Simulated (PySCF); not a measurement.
Structure problem from calculated spectra and properties.

Formula: C9H12OSi.

| Property | Result |
| --- | --- |
| UV, first state | lowest singlet excitation: 5.22 eV (237 nm, f = 0.021) [TDDFT CAM-B3LYP/def2-SVPD] |
| 1H NMR | chemical shifts (computed TMS as zero) by class: 7.57 (2 H), 7.10 (2 H), 7.08 (1 H), 6.54 (1 H), 6.25 (1 H), 4.69 (2 H), 1.92 (3 H) ppm [GIAO HF/pcSseg-1] |
| Triplet | lowest triplet excitation (Tamm–Dancoff): 4.03 eV [TDA CAM-B3LYP/def2-SVPD] |
| NMR, other nuclei | isotropic shieldings of nuclei other than C and H, by class: 266 (1 O), 426 (1 Si) ppm [GIAO HF/pcSseg-1] |
| Polarisability | 135.2 au [CAM-B3LYP/def2-SVPD] |
| Rotational structure | rotational constants A, B, C: 3.116, 0.427, 0.378 GHz [PBE0-D3(BJ)/def2-SVP] |
| Dipole | 1.00 D [CAM-B3LYP/def2-SVPD] |
| 13C NMR | chemical shifts (computed TMS as zero) by class: 164.1 (1 C), 142.3 (1 C), 141.0 (1 C), 139.7 (2 C), 126.3 (1 C), 122.5 (2 C), 19.9 (1 C) ppm [GIAO HF/pcSseg-1] |

The electronic properties come from PySCF, for the isolated species, density fitting. Levels stand in brackets. Geometry: PBE0-D3(BJ)/def2-SVP, one conformer, isolated molecule. NMR classes are plain means over equivalent atoms (diastereotopic ones count apart unless rotation or inversion swaps them), as if these changed places fast.

Task: What is the compound? Reason from the data.

Result: Numbering: `[CH2:1]=[C:2]([CH3:3])[SiH2:4][O:5][c:6]1[cH:7][cH:8][cH:9][cH:10][cH:11]1`. Its formula, C9H12OSi, gives 5 degrees of unsaturation: 1 ring and 4 π bonds in the structure found (Kekulé form). 9 carbons fall into 7 classes; from least to most shielded: aromatic carbon bearing oxygen [C6] (164.1 ppm), fully substituted alkene carbon [C2] (142.3 ppm), terminal =CH2 carbon [C1] (141.0 ppm), aromatic CH carbon [C8/C10] (139.7 ppm, 2 C), aromatic CH carbon [C9] (126.3 ppm), aromatic CH carbon [C7/C11] (122.5 ppm, 2 C, up to 5.9 ppm apart in this geometry), allylic carbon [C3] (19.9 ppm). Hydrogen classes from least to most shielded: 2 H on the meta carbons, C8/C10 (7.57 ppm), 2 H on the ortho carbons, C7/C11 (7.10 ppm), 1 H on the para carbon, C9 (7.08 ppm), 1 H on a terminal =CH2 carbon, C1 (6.54 ppm), 1 H on a terminal =CH2 carbon, C1 (6.25 ppm), 2 H on an oxygen-bound silicon, Si4 (4.69 ppm), 3 H on an allylic carbon, C3 (1.92 ppm). The other shieldings belong to: 266 ppm, silyl ether oxygen [O5]; 426 ppm, oxygen-bound silicon [Si4]. By its constants the optimised geometry is an asymmetric top. Structure: `C=C(C)[SiH2]Oc1ccccc1`. Computed isomers that give other values at the same levels: `C=CO[SiH2]c1cccc(C)c1` (rotational constant A: 2.107 GHz; this holds for the one conformer computed); `C=CC[SiH2]Oc1ccccc1` (13C chemical shifts (computed TMS as zero) by class: 164.3 (1 C), 139.7 (2 C), 139.1 (1 C), 126.3 (1 C), 124.2 (1 C), 122.3 (2 C), 16.5 (1 C) ppm). The assignments are read from this structure; whether some other isomer fits the data as well wasn't checked.

Shape of the structure used: `[CH2:1]=[C:2]([CH3:3])[SiH2:4][O:5][c:6]1[cH:7][cH:8][cH:9][cH:10][cH:11]1`: C1–C2–Si4–O5 -2°, C2–Si4–O5–C6 -178°, Si4–O5–C6–C7 -1°.
